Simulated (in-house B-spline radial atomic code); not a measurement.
## Functionals against successive ionisation energies: Cu to Cu³⁺

Ionisation energies as differences of self-consistent total energies from a B-spline radial code for spherical atoms: all electrons, radial basis limit, scalar-relativistic (one-electron X2C), spin-polarised at highest spin, spherical densities; exact exchange is averaged over the determinants of each configuration. No spin-orbit coupling, Breit or QED terms. NIST's values run from ground level to ground level, so in open shells the differences also hold multiplet and fine-structure energies that spherical high-spin averages miss. Columns give computed minus NIST, in eV; a star marks a semi-empirical value. Species are left out where the tabulated value is theory, is uncertain by more than 0.12 eV, or (13 ions, such as In⁴⁺, Te⁴⁺ and Bi⁴⁺) lies off its series for all methods alike, which flatters the means a little.

```csv
species,shell,NIST (eV),PBE,SCAN,B3LYP,HSE06,revTPSS
Cu,4s,7.73,+0.65,+0.69,+0.53,+0.32,+0.43
Cu⁺,3d,20.29,+0.78,+0.76,+0.42,+0.06,+0.48
Cu²⁺,3d,36.84 ± 0.01,+1.29,+1.13,+1.08,+0.76,+0.95
Cu³⁺,3d,57.38 ± 0.05*,+0.62,+0.22,+0.50,+0.21,+0.23
```

**Question.** How do the methods rank, and which species is hardest?

**Answer.** Mean absolute (signed) differences: HSE06 0.33 (+0.33) eV; revTPSS 0.52 (+0.52) eV; B3LYP 0.63 (+0.63) eV; SCAN 0.70 (+0.70) eV; PBE 0.84 (+0.84) eV. For Cu²⁺, which loses a 3d electron, the nearest method is off by +0.76 eV, the largest such miss.
